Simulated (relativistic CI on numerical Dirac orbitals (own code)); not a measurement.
**Crystal-field levels of Ir2+, 5d7**

Calculated by Dirac-Coulomb-Breit CI, KLI orbitals optimised for each configuration, QED by a radiative potential, valence Slater integrals scaled by 0.8, one configuration in a parametric crystal field (own radial code).

Field parameters in Wybourne normalisation: Td as Oh with Dq negative (B⁴₀ = 21Dq, B⁴₄ = √(5/14) B⁴₀). The field is a parameter set, without covalency.

S and J are read from ⟨S²⟩ = S(S + 1) and ⟨J²⟩ = J(J + 1) of each level; they are not fictitious spins.

Td, 10Dq = -2450 cm⁻¹, the lowest 16 levels:

| E (cm⁻¹) | Degeneracy | Irrep | S | J |
| --- | --- | --- | --- | --- |
| 0.0 | 4 | Γ8 | 1.42 | 4.46 |
| 1350 | 4 | Γ8 | 1.38 | 4.48 |
| 1874 | 2 | Γ6 | 1.36 | 4.48 |
| 7480 | 4 | Γ8 | 1.41 | 3.21 |
| 7838 | 2 | Γ6 | 1.47 | 3.51 |
| 7960 | 2 | Γ7 | 1.47 | 3.44 |
| 9577 | 4 | Γ8 | 1.33 | 2.66 |
| 9842 | 2 | Γ7 | 1.30 | 2.59 |
| 10382 | 4 | Γ8 | 1.11 | 1.96 |
| 14042 | 4 | Γ8 | 1.32 | 1.65 |
| 14729 | 2 | Γ6 | 0.72 | 4.47 |
| 14841 | 4 | Γ8 | 0.87 | 4.19 |
| 15426 | 4 | Γ8 | 1.30 | 3.10 |
| 16305 | 2 | Γ7 | 1.48 | 2.54 |
| 16535 | 4 | Γ8 | 0.70 | 4.40 |
| 18324 | 2 | Γ6 | 1.23 | 0.68 |

Td, 10Dq = -18200 cm⁻¹, the lowest 16 levels:

```csv
E (cm⁻¹),Degeneracy,Irrep,S,J
0.0,4,Γ8,1.46,3.88
9900,4,Γ8,0.85,4.26
11756,2,Γ6,0.75,4.10
13291,4,Γ8,0.70,3.33
17550,2,Γ7,0.82,3.49
19133,4,Γ8,1.16,3.50
20020,2,Γ6,1.38,3.79
20608,4,Γ8,1.30,4.06
21183,2,Γ7,1.46,3.35
22018,4,Γ8,1.12,3.57
25083,2,Γ6,1.32,3.68
27725,4,Γ8,1.39,2.70
28645,2,Γ7,1.28,3.38
28664,4,Γ8,1.23,3.04
31644,4,Γ8,0.54,4.72
31817,2,Γ6,0.83,3.22
```

Td, 10Dq = -16200 cm⁻¹, the lowest 16 levels:

```tsv
E (cm⁻¹)	Degeneracy	Irrep	S	J
0.0	4	Γ8	1.46	3.93
9287	4	Γ8	0.93	4.26
11182	2	Γ6	0.84	4.14
12965	4	Γ8	0.78	3.27
16850	2	Γ7	0.91	3.37
17925	4	Γ8	1.19	3.43
18448	2	Γ6	1.34	3.78
19197	4	Γ8	1.26	4.07
19371	2	Γ7	1.44	3.38
20820	4	Γ8	1.08	3.55
22950	2	Γ6	1.31	3.78
25889	4	Γ8	1.38	2.78
27030	4	Γ8	1.16	3.17
27099	2	Γ7	1.22	3.55
29667	4	Γ8	0.69	3.98
29875	4	Γ8	0.68	4.44
```

The free-ion ground term has S = 3/2. Every field shown keeps that spin.

Levels of this model without a field, named by their leading LS term (the scale mimics covalency, so terms lie below those of the real free ion): 4F_9/2 0, 4F_7/2 6800, 4F_5/2 8578, 4F_3/2 8840, 4F_3/2 12789, 4P_5/2 14372, 2G_9/2 14684, 4P_1/2 17168 cm⁻¹.
